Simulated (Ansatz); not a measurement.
System: ZrF$_{3}$, net charge 1, singlet state. The spin state was set by rule; other spins were not relaxed. 
Structure (B3LYP-D3(BJ)/def2-TZVP (Ansatz, a first-principles code) minimum search):
```
Zr
F 1 1.8481
F 1 1.8481 2 110.04
F 1 1.8481 2 110.04 3 121.42
```
Charge +1, spin multiplicity 1.

Total electronic energies in hartree. Valence correlation only, unless marked. No spin-orbit coupling. Frozen are the shells of the preceding noble gas and the d and f shells that filled before the atom's block. Past Kr the def2 sets carry scalar-relativistic core potentials. Basis-set limits of correlation are two-point, X^-3; Hartree-Fock from the larger set. [CCSD(T)-MP2]/basis is that difference in the basis named.

| level | program | energy (Eh) |
|---|---|---|
| RI-HF/def2-TZVPP | Ansatz | -344.93876 |
| SVWN5/def2-TZVPD | Ansatz | -344.66330 |
| PBE-D3(BJ)/def2-TZVPD | Ansatz + dftd3 | -346.39804 |
| revPBE-D3(BJ)/def2-TZVPD | Ansatz + dftd3 | ? |
| PBE0-D3(BJ)/def2-TZVPD | Ansatz + dftd3 | -346.35502 |
| PBE0-D4/def2-TZVPD | Ansatz + dftd4 | -346.35521 |
| BHLYP-D4/def2-TZVPD | Ansatz + dftd4 | ? |
| r2SCAN0-D4/def2-TZVPD | Ansatz + dftd4 | -346.47141 |
| HSE06-D4/def2-TZVPD | Ansatz + dftd4 | ? |
| wB97M-V/def2-TZVPD | Ansatz | -346.50095 |
| RI-MP2/CBS(def2-TZVPPD,def2-QZVPPD) | Ansatz | -345.9550 |
| SCS-MP2/def2-SVPD | Ansatz | -345.21920 |
| SCS-MP2/def2-TZVPP | Ansatz | -345.77602 |
| CCSD/def2-SVPD | Ansatz | -345.24006 |
| RI-MP2/CBS(def2-TZVPPD,def2-QZVPPD)+[CCSD(T)-MP2]/def2-TZVPPD | Ansatz | -345.9689 |

**Question.** Some entries are withheld; supply them.

**Answer.** 
- revPBE-D3(BJ)/def2-TZVPD, energy (Eh): -346.60539
- BHLYP-D4/def2-TZVPD, energy (Eh): -346.44806
- HSE06-D4/def2-TZVPD, energy (Eh): -346.34244
